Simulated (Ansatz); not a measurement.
Job for Ansatz (an electronic-structure program): R-CCSD(T)/cc-pVTZ on CH6GaN (SMILES [CH3][GaH][NH2]), a point of a torsion scan. The run froze 16 orbitals, filled d shells among them.

Ansatz 0.2 input:
```yaml
crystal:
  periodic: [false, false, false]
  atoms:
    - {symbol: C, position_ang: [-1.53810786, 0.13282328, -0.24136715]}
    - {symbol: Ga, position_ang: [0.23571733, -0.28432441, 0.62398573]}
    - {symbol: N, position_ang: [1.80181058, 0.04943495, -0.22792099]}
    - {symbol: H, position_ang: [-2.20346428, -0.73364827, -0.24840651]}
    - {symbol: H, position_ang: [-2.05836720, 0.94213337, 0.27655504]}
    - {symbol: H, position_ang: [-1.36211291, 0.44396358, -1.27500787]}
    - {symbol: H, position_ang: [0.46284299, -0.90297210, 2.03881717]}
    - {symbol: H, position_ang: [2.72504016, -0.13440128, 0.14608304]}
    - {symbol: H, position_ang: [1.90432240, 0.45086294, -1.15246727]}
basis:
  gaussian:
    orbitals: cc-pVTZ
magnetization: {spin_polarized: false}
correlation: {method: ccsd_t, electrons: outside_noble_gas}
scf: {lower_state_search: off}
```

Task: What total energy does the run end on?

Result: -2019.6832 hartree (reference determinant -2019.1491, T1 diagnostic 0.011).

Task: How many basis functions does it have, and what does it roughly cost on one machine?

Result: 187 functions; about 25 core-seconds (a rough figure).
